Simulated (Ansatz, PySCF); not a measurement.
3-fluorobuta-1,2-diene (C₄H₅F), SMILES C=C=C(C)F.

Geometry: PBE0-D3(BJ)/def2-SVP.

Vertical ionisation energy (IE) and electron affinity (EA) in eV. Rows of orbital energies are one-electron estimates. Where ΔSCF, EOM or ADC give a negative EA the extra electron is unbound and the value depends on the basis.

| level | IE | EA |
|---|---|---|
| −ε(HOMO), −ε(LUMO), ωB97X/def2-TZVP (PySCF) | 9.39 | -1.88 |
| −ε(HOMO), −ε(LUMO), PBE/def2-TZVP (PySCF) | 5.82 | 1.40 |
| ΔSCF, PBE0/def2-SVPD (Ansatz), final states of multiplicity 2 and 2 | 9.28 | -1.51 |
| ΔSCF, PBE/def2-SVPD (Ansatz), final states of multiplicity 2 and 2 | 9.15 | -1.38 |

**Question.** What vertical singlet–triplet gap does ΔSCF give with PBE0/def2-SVPD (Ansatz, a program for electronic structure) and with PBE/def2-SVPD (Ansatz)? (Estimate from the structure and the level; the computed values follow.)

**Answer.** 4.33 and 4.28 eV (triplet above singlet where positive).
